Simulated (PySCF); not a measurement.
**GaI₃, singlet: data card**

Computed with PySCF, PBE0, basis Ga def2-TZVP, I def2-TZVP with ECP28 (scalar-relativistic core potentials, no spin–orbit coupling, density fitting).

The structure is a minimum.

Z-matrix (Å, degrees; charge 0 multiplicity 1):
```
Ga
I  1 2.4711
I  1 2.4711 2 120.00
I  1 2.4711 2 120.00 3 180.00
```

| Quantity | Value |
| --- | --- |
| Point group | D3h |
| Bond lengths | Ga–I 2.471 Å (×3) |
| Bond angles | I–Ga–I 120.0° (×3) |
| Rotational symmetry number | 6 |
| Principal quadrupole moments (Buckingham, traceless) about the centre of mass | -0.38, -0.38, 0.76 D Å |
| Principal polarisabilities | 83.3, 152.3, 152.3 bohr³ |
| Heat capacity Cp at 298.15 K | 80.0 J/(mol K) |
| Zero-point energy | 5.7 kJ/mol |
| Enthalpy at 298.15 K above 0 K | 20.05 kJ/mol |
| Atomisation energy without zero-point energy | 807 kJ/mol |
| Rotational constants | 0.0145, 0.0145, 0.007251 cm⁻¹ |
| Lowest empty level | -2.54 eV |
| Entropy at 298.15 K and 1 bar | 384.5 J/(mol K) |
| Dipole moment | 0.00 D |
| Highest occupied level | -7.78 eV |

Harmonic modes (masses in u: Ga 68.926, I 126.904):
| symmetry | ω (cm⁻¹) | IR (km/mol, summed over degenerate members) | μ (u) |
| --- | --- | --- | --- |
| e' | 60 | 1.7 | 116.60 |
| a2'' | 96 | 1.5 | 74.12 |
| a1' | 160 | 0.0 | 126.90 |
| e' | 290 | 112 | 78.15 |

In D3h the vibrations span 2e' + a2'' + a1'. The a1' mode carries no infrared intensity, as symmetry demands.

Charges (e):
```
  atom  Mulliken  Löwdin  polar tensor  Mayer order to Ga1
   Ga1      0.51   -0.71          1.30                   –
I2,3,4     -0.17    0.24         -0.43                1.13
```

Mulliken populations on Ga1: s 7.03, p 13.15, d 10.27, f 0.04.

Outer orbital energies (eV). occupied: -9.72, -9.72, -8.77, -8.13, -8.13, -8.10, -8.10, -7.78; empty: -2.54, -2.04, 0.56, 0.56.

Counting electrons, gallium keeps none of its valence electrons outside its bonds, so the VSEPR class is AX3 and the expected shape is trigonal planar (D3h), as computed.

The final relaxation and frequency run took 3 min on 2 threads of a shared Intel Xeon Platinum 8375C @ 2.90GHz (Ice Lake) host, with 198 basis functions and 8 gradients; the process peaked at 2.1 GiB.
